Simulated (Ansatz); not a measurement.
Molecule: sum formula SiN$_{3}$H$_{6}$, charge 0, multiplicity 2. It need not be the lowest isomer of its formula. SMILES: [SiH](N)(N)[NH]
Structure (B3LYP-D3(BJ)/def2-TZVP (Ansatz, a quantum-chemistry and plane-wave program) minimum search):
```xyz
10

N     -1.2336     1.1137    -0.5133
Si     0.0195     0.1760     0.2815
N      1.3689     0.0572    -0.7683
N     -0.3944    -1.4291     0.6948
H     -0.9120     1.9685    -0.9743
H      0.1932     0.8802     1.5825
H      2.1083    -0.6027    -0.5879
H      1.6721     0.8176    -1.3530
H     -0.9359    -1.6109     1.5249
H     -0.5847    -2.1093    -0.0250
```
Charge 0, spin multiplicity 2.

Quantity: atomisation energy (electronic, to ground-state atoms), in kcal/mol. Valence correlation only, unless marked. UHF or UKS for open shells. Spin-orbit coupling is left out. Non-relativistic. The coupled-cluster limit lacks core correlation, which all-electron functionals hold. CBS marks a two-point X^-3 extrapolation of the correlation energy; Hartree-Fock from the larger set.

```tsv
level	program	atomisation energy (kcal/mol)
PBE0/def2-SVP	Ansatz	?
B2PLYP-D3(BJ)/def2-TZVPD	Ansatz + dftd3	790.8
CCSD/aug-cc-pV(D+d)Z	Ansatz	?
CCSD(T)/CBS(aug-cc-pV(T+d)Z,aug-cc-pV(Q+d)Z)	Ansatz	798.2
```

Q: Complete the blanks.

A: 
- PBE0/def2-SVP, atomisation energy (kcal/mol): 777.3
- CCSD/aug-cc-pV(D+d)Z, atomisation energy (kcal/mol): 713.3
